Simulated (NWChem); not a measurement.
The numbers come from NWChem runs, not from measurements. System: H6BP, charge 0, spin multiplicity 1, at a geometry optimised with PBE/def2-SVP. The structure started from a generated list of species. Level: RHF/def2-TZVPD.

Job file:

```
start mol
memory heap 200 mb stack 900 mb global 1100 mb
geometry units angstroms nocenter noautoz
  B     -0.849487     1.083560     0.000000
  H     -0.559887     1.680685     1.032773
  H     -0.559887     1.680685    -1.032773
  H     -1.967844     0.577265     0.000000
  P      0.337188    -0.430131     0.000000
  H      1.747096    -0.193353     0.000000
  H      0.265070    -1.355559    -1.087377
  H      0.265070    -1.355559     1.087377
  symmetry group Cs
end
basis spherical
  * library def2-tzvpd
end
scf
  rhf
  nopen 0
  maxiter 100
  thresh 1e-7
  semidirect memsize 60000000 filesize 0
end
task scf energy
```

Output (cleaned and shortened):

```
             Northwest Computational Chemistry Package (NWChem) 7.3.0
             --------------------------------------------------------

                                NWChem Input Module
                                -------------------

 Scaling coordinates for geometry "geometry" by  1.889725989
 (inverse scale =  0.529177249)

 Turning off AUTOSYM since
 SYMMETRY directive was detected!

                             Geometry "geometry" -> ""
                             -------------------------

 Output coordinates in angstroms (scale by  1.889725989 to convert to a.u.)

  No.       Tag          Charge          X              Y              Z
 ---- ---------------- ---------- -------------- -------------- --------------
    1 B                    5.0000    -0.84948700     1.08356000     0.00000000
    2 H                    1.0000    -0.55988700     1.68068500     1.03277300
    3 H                    1.0000    -0.55988700     1.68068500    -1.03277300
    4 H                    1.0000    -1.96784400     0.57726500     0.00000000
    5 P                   15.0000     0.33718800    -0.43013100     0.00000000
    6 H                    1.0000     1.74709600    -0.19335300     0.00000000
    7 H                    1.0000     0.26507000    -1.35555900    -1.08737700
    8 H                    1.0000     0.26507000    -1.35555900     1.08737700

 Effective nuclear repulsion energy (a.u.)      58.8924672259

            Nuclear Dipole moment (a.u.)
            ----------------------------
        X                 Y               Z
 ---------------- ---------------- ----------------
     0.0000056692    -0.0000018897     0.0000000000

      Symmetry information
      --------------------

 Group name             Cs
 Group number              2
 Group order               2
 No. of unique centers     6

      Symmetry unique atoms

     1    2    4    5    6    7


 Summary of "ao basis" -> "" (spherical)
 ------------------------------------------------------------------------------
       Tag                 Description            Shells   Functions and Types
 ---------------- ------------------------------  ------  ---------------------
 *                         def2-tzvpd                 on all atoms

 Summary of "ao basis" -> "ao basis" (spherical)
 ------------------------------------------------------------------------------
       Tag                 Description            Shells   Functions and Types
 ---------------- ------------------------------  ------  ---------------------
 B                         def2-tzvpd               13       37   6s3p3d1f
 H                         def2-tzvpd                5        9   3s2p
 P                         def2-tzvpd               15       43   6s5p3d1f

                                 NWChem SCF Module
                                 -----------------

  ao basis        = "ao basis"
  functions       =   134
  atoms           =     8
  closed shells   =    13
  open shells     =     0
  charge          =   0.00
  wavefunction    = RHF
  use symmetry    = T
  symmetry adapt  = T

 Summary of "ao basis" -> "ao basis" (spherical)
 ------------------------------------------------------------------------------
       Tag                 Description            Shells   Functions and Types
 ---------------- ------------------------------  ------  ---------------------
 B                         def2-tzvpd               13       37   6s3p3d1f
 H                         def2-tzvpd                5        9   3s2p
[...]
 Nuclear repulsion energy =     58.892467225869

        Time for solution =      2.7s

       Symmetry analysis of molecular orbitals - final
       -----------------------------------------------

  Numbering of irreducible representations:

     1 a'          2 a"

  Orbital symmetries:

     1 a'          2 a'          3 a'          4 a'          5 a"
     6 a'          7 a'          8 a'          9 a'         10 a"
    11 a'         12 a"         13 a'         14 a'         15 a'
    16 a'         17 a"         18 a'         19 a"         20 a'
    21 a"         22 a'         23 a"

             Final eigenvalues
             -----------------

              1
    1  -80.0043
    2   -7.5482
    3   -7.5365
    4   -5.4430
    5   -5.4430
    6   -5.4419
    7   -0.9171
    8   -0.6906
    9   -0.5791
   10   -0.5791
   11   -0.4396
   12   -0.4358
   13   -0.4358
   14    0.0527
   15    0.0732
   16    0.1185
   17    0.1185
   18    0.1287
   19    0.1287
   20    0.1376
   21    0.1585
   22    0.1585
   23    0.1753

                       ROHF Final Molecular Orbital Analysis
                       -------------------------------------

 Vector   11  Occ=2.000000D+00  E=-4.395990D-01  Symmetry=a'
              MO Center= -3.7D-01,  4.7D-01, -1.6D-12, r^2= 2.7D+00
   Bfn.  Coefficient  Atom+Function         Bfn.  Coefficient  Atom+Function
  ----- ------------  ---------------      ----- ------------  ---------------
    81      0.270210  5 P  py                68      0.237771  5 P  s
    80     -0.212034  5 P  px                69      0.174760  5 P  s
     8     -0.163431  1 B  py                84      0.155627  5 P  py

 Vector   12  Occ=2.000000D+00  E=-4.357763D-01  Symmetry=a"
              MO Center= -5.9D-01,  1.3D+00,  1.8D-09, r^2= 2.2D+00
   Bfn.  Coefficient  Atom+Function         Bfn.  Coefficient  Atom+Function
  ----- ------------  ---------------      ----- ------------  ---------------
     9      0.266378  1 B  pz                12      0.225114  1 B  pz
    39      0.208389  2 H  s                 48     -0.208389  3 H  s

 Vector   13  Occ=2.000000D+00  E=-4.357707D-01  Symmetry=a'
              MO Center= -1.1D+00,  8.8D-01, -1.5D-09, r^2= 2.2D+00
   Bfn.  Coefficient  Atom+Function         Bfn.  Coefficient  Atom+Function
  ----- ------------  ---------------      ----- ------------  ---------------
    57      0.240385  4 H  s                  7     -0.209336  1 B  px
    10     -0.176928  1 B  px                58      0.171693  4 H  s
     8     -0.164737  1 B  py                56      0.154599  4 H  s

 Vector   14  Occ=0.000000D+00  E= 5.269701D-02  Symmetry=a'
              MO Center= -1.3D-02,  1.6D-02,  5.2D-15, r^2= 1.5D+01
   Bfn.  Coefficient  Atom+Function         Bfn.  Coefficient  Atom+Function
  ----- ------------  ---------------      ----- ------------  ---------------
     5      8.580033  1 B  s                  6     -3.066969  1 B  s
    70     -2.729407  5 P  s                 40     -1.428927  2 H  s
    49     -1.428927  3 H  s                 58     -1.428866  4 H  s
    14     -1.103416  1 B  py                 4      1.058470  1 B  s
    84     -0.986986  5 P  py                13      0.865123  1 B  px

 Vector   15  Occ=0.000000D+00  E= 7.318294D-02  Symmetry=a'
              MO Center= -3.2D-01,  4.1D-01, -8.1D-14, r^2= 1.8D+01
   Bfn.  Coefficient  Atom+Function         Bfn.  Coefficient  Atom+Function
  ----- ------------  ---------------      ----- ------------  ---------------
    70      6.671939  5 P  s                  6     -3.939600  1 B  s
    14      3.237569  1 B  py                13     -2.538284  1 B  px
    69      1.450636  5 P  s                 84      1.088993  5 P  py
    83     -0.853902  5 P  px                 5     -0.832711  1 B  s
    26      0.741904  1 B  d -2              40     -0.719665  2 H  s

 Vector   16  Occ=0.000000D+00  E= 1.185056D-01  Symmetry=a'
              MO Center=  8.3D-01, -2.4D-01,  5.2D-09, r^2= 7.8D+00
   Bfn.  Coefficient  Atom+Function         Bfn.  Coefficient  Atom+Function
  ----- ------------  ---------------      ----- ------------  ---------------
   110      2.773259  6 H  s                 83     -1.650731  5 P  px
   119     -1.386365  7 H  s                128     -1.386365  8 H  s
    84     -1.294272  5 P  py               114     -1.112068  6 H  px
   100     -0.820104  5 P  d  2              28      0.596760  1 B  d  0
   125     -0.573919  7 H  pz               134      0.573919  8 H  pz

 center of mass
 --------------
 x =   0.01081944 y =  -0.01382061 z =   0.00000000

 moments of inertia (a.u.)
 ------------------
         117.695883006566          66.887065947551           0.000000000000
          66.887065947551          84.813742801557           0.000000000000
           0.000000000000           0.000000000000         170.132824004170

  Mulliken analysis of the total density
  --------------------------------------

    Atom       Charge   Shell Charges
 -----------   ------   -------------------------------------------------------
    1 B    5     5.24   0.91  1.07  0.43  0.53 -0.01  0.00  0.99  1.10  0.12  0.04  0.07 -0.00  0.01
    2 H    1     1.03   0.25  0.52  0.25  0.01  0.01
    3 H    1     1.03   0.25  0.52  0.25  0.01  0.01
    4 H    1     1.03   0.25  0.52  0.25  0.01  0.01
    5 P   15    15.08   2.01  0.53  1.44  0.95  0.72  0.03  4.17  1.69  0.71  1.80  0.70  0.10  0.21  0.01  0.02
    6 H    1     0.86   0.24  0.53  0.10  0.01 -0.01
    7 H    1     0.86   0.24  0.53  0.10  0.01 -0.01
    8 H    1     0.86   0.24  0.53  0.10  0.01 -0.01

       Multipole analysis of the density wrt the origin
       ------------------------------------------------

     L   x y z        total         open         nuclear
     -   - - -        -----         ----         -------
     0   0 0 0     -0.000000      0.000000     26.000000

     1   1 0 0      1.041596      0.000000      0.000006
     1   0 1 0     -1.328632      0.000000     -0.000002
     1   0 0 1     -0.000000      0.000000      0.000000

     2   2 0 0    -18.824867      0.000000     46.444557
     2   1 1 0      1.431846      0.000000    -38.754165
     2   1 0 1      0.000000      0.000000      0.000000
     2   0 2 0    -19.528560      0.000000     65.496199
     2   0 1 1      0.000000      0.000000      0.000000
     2   0 0 2    -17.702297      0.000000     16.062710

 Task  times  cpu:        4.3s     wall:        4.3s

 Total times  cpu:        4.3s     wall:        4.3s
```
